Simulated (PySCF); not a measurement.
**Atomic charges against the basis set**

C2H8N2Si.
Structure used (PBE0-D3(BJ)/def2-SVP), in Å, numbered top down from 1:
```xyz
13
C2H8N2Si angstrom
C      1.8641   -0.8598    0.4178
C      1.3164    0.0825   -0.3597
Si    -0.5339    0.3449   -0.5181
N     -1.2551   -1.1410   -0.0060
N     -1.2349    1.5905    0.4572
H      1.2395   -1.5491    0.9980
H      2.9487   -0.9864    0.5166
H      1.9927    0.7504   -0.9119
H     -0.8086    0.8070   -1.9199
H     -0.9024   -2.0277   -0.3463
H     -2.2596   -1.1691    0.1279
H     -1.0482    1.6136    1.4538
H     -1.3145    2.5267    0.0785
```

PBE0 throughout (PySCF), one geometry, spherical d and f functions. The structure is a single PBE0-D3(BJ)/def2-SVP conformer in the gas phase; no vibrational or solvent corrections. Atoms taken as equivalent share a column and are averaged. The first 7 of 9 kinds of atom are listed.

Mulliken charges (e):

```csv
basis,functions,C1,C2,Si3,N4/N5,H6,H7,H8
pcSseg-0,65,-0.371,-0.810,+1.491,-1.062,+0.219,+0.220,+0.233
6-31G*,90,-0.372,-0.327,+0.767,-0.922,+0.177,+0.167,+0.168
cc-pVDZ,114,-0.048,-0.230,+0.492,-0.307,+0.039,+0.040,+0.025
def2-SVP,114,-0.076,-0.303,+0.651,-0.408,+0.050,+0.051,+0.050
"6-311+G(2d,p)",191,-0.389,-0.263,+1.228,-0.895,+0.136,+0.121,+0.106
aug-cc-pVDZ,191,+0.679,+0.402,+0.973,-0.300,-0.443,-0.382,-0.606
def2-TZVP,209,-0.266,-0.259,+0.539,-0.639,+0.138,+0.126,+0.115
IGLO-III,264,-0.237,-0.341,+1.130,-0.732,+0.105,+0.109,+0.067
cc-pVTZ,266,-0.259,-0.228,+0.396,-0.356,+0.117,+0.122,+0.104
```

IAO charges (e):

```json
{"basis": "pcSseg-0", "functions": "65", "C1": "-0.262", "C2": "-0.450", "Si3": "+1.029", "N4/N5": "-0.801", "H6": "+0.143", "H7": "+0.141", "H8": "+0.147"}
{"basis": "6-31G*", "functions": "90", "C1": "-0.268", "C2": "-0.454", "Si3": "+1.114", "N4/N5": "-0.841", "H6": "+0.141", "H7": "+0.140", "H8": "+0.143"}
{"basis": "cc-pVDZ", "functions": "114", "C1": "-0.274", "C2": "-0.451", "Si3": "+1.105", "N4/N5": "-0.833", "H6": "+0.141", "H7": "+0.141", "H8": "+0.144"}
{"basis": "def2-SVP", "functions": "114", "C1": "-0.264", "C2": "-0.450", "Si3": "+1.117", "N4/N5": "-0.827", "H6": "+0.137", "H7": "+0.137", "H8": "+0.141"}
{"basis": "6-311+G(2d,p)", "functions": "191", "C1": "-0.283", "C2": "-0.466", "Si3": "+1.148", "N4/N5": "-0.875", "H6": "+0.147", "H7": "+0.147", "H8": "+0.150"}
{"basis": "aug-cc-pVDZ", "functions": "191", "C1": "-0.284", "C2": "-0.457", "Si3": "+1.115", "N4/N5": "-0.865", "H6": "+0.146", "H7": "+0.147", "H8": "+0.150"}
{"basis": "def2-TZVP", "functions": "209", "C1": "-0.282", "C2": "-0.469", "Si3": "+1.160", "N4/N5": "-0.874", "H6": "+0.146", "H7": "+0.146", "H8": "+0.150"}
{"basis": "IGLO-III", "functions": "264", "C1": "-0.284", "C2": "-0.468", "Si3": "+1.158", "N4/N5": "-0.878", "H6": "+0.147", "H7": "+0.147", "H8": "+0.151"}
{"basis": "cc-pVTZ", "functions": "266", "C1": "-0.283", "C2": "-0.465", "Si3": "+1.147", "N4/N5": "-0.868", "H6": "+0.146", "H7": "+0.146", "H8": "+0.150"}
```

Hirshfeld charges (e):

| basis | functions | C1 | C2 | Si3 | N4/N5 | H6 | H7 | H8 |
| --- | --- | --- | --- | --- | --- | --- | --- | --- |
| pcSseg-0 | 65 | -0.081 | -0.150 | +0.418 | -0.320 | +0.037 | +0.042 | +0.031 |
| 6-31G* | 90 | -0.081 | -0.147 | +0.353 | -0.311 | +0.042 | +0.043 | +0.043 |
| cc-pVDZ | 114 | -0.086 | -0.149 | +0.385 | -0.309 | +0.037 | +0.042 | +0.038 |
| def2-SVP | 114 | -0.088 | -0.150 | +0.389 | -0.311 | +0.038 | +0.042 | +0.038 |
| 6-311+G(2d,p) | 191 | -0.090 | -0.156 | +0.399 | -0.317 | +0.041 | +0.045 | +0.042 |
| aug-cc-pVDZ | 191 | -0.093 | -0.157 | +0.408 | -0.322 | +0.042 | +0.047 | +0.043 |
| def2-TZVP | 209 | -0.090 | -0.154 | +0.392 | -0.318 | +0.041 | +0.045 | +0.042 |
| IGLO-III | 264 | -0.094 | -0.152 | +0.397 | -0.318 | +0.040 | +0.045 | +0.041 |
| cc-pVTZ | 266 | -0.091 | -0.152 | +0.396 | -0.319 | +0.040 | +0.045 | +0.041 |

Some averages cover members that differ in this geometry, most widely: N4/N5, Mulliken in 6-311+G(2d,p) -0.943 to -0.847; N4/N5, Mulliken in aug-cc-pVDZ -0.339 to -0.262; N4/N5, Mulliken in IGLO-III -0.747 to -0.716 e.

Task: Which scheme is steadiest as the basis changes?

Result: Largest range over the bases for any column: Hirshfeld 0.06 e, IAO 0.13 e, Mulliken 1.21 e. Hirshfeld charges move least and Mulliken charges most, counted in e.

Task: How much do the charges still move between the two largest bases, IGLO-III and cc-pVTZ?

Result: At most, over all atoms: Mulliken 0.734 e, IAO 0.011 e, Hirshfeld 0.006 e.

Task: What do the same runs give for the total energy, the frontier levels and the dipole moment?

Result: 
```json
{"basis": "pcSseg-0", "energy (Eh)": "-478.9271", "HOMO (eV)": "-6.83", "LUMO (eV)": "-0.07", "μ (D)": "0.29"}
{"basis": "6-31G*", "energy (Eh)": "-479.6753", "HOMO (eV)": "-6.83", "LUMO (eV)": "0.14", "μ (D)": "0.46"}
{"basis": "cc-pVDZ", "energy (Eh)": "-479.7068", "HOMO (eV)": "-6.87", "LUMO (eV)": "0.00", "μ (D)": "0.53"}
{"basis": "def2-SVP", "energy (Eh)": "-479.4761", "HOMO (eV)": "-6.94", "LUMO (eV)": "-0.07", "μ (D)": "0.52"}
{"basis": "6-311+G(2d,p)", "energy (Eh)": "-479.7850", "HOMO (eV)": "-7.22", "LUMO (eV)": "-0.48", "μ (D)": "0.38"}
{"basis": "aug-cc-pVDZ", "energy (Eh)": "-479.7325", "HOMO (eV)": "-7.19", "LUMO (eV)": "-0.48", "μ (D)": "0.36"}
{"basis": "def2-TZVP", "energy (Eh)": "-479.8022", "HOMO (eV)": "-7.17", "LUMO (eV)": "-0.35", "μ (D)": "0.41"}
{"basis": "IGLO-III", "energy (Eh)": "-479.8094", "HOMO (eV)": "-7.20", "LUMO (eV)": "-0.42", "μ (D)": "0.38"}
{"basis": "cc-pVTZ", "energy (Eh)": "-479.7978", "HOMO (eV)": "-7.12", "LUMO (eV)": "-0.26", "μ (D)": "0.46"}
```

The dipole is fixed by the density alone, so its range of 0.24 D shows that the density itself changes with the basis, not only its division among atoms.
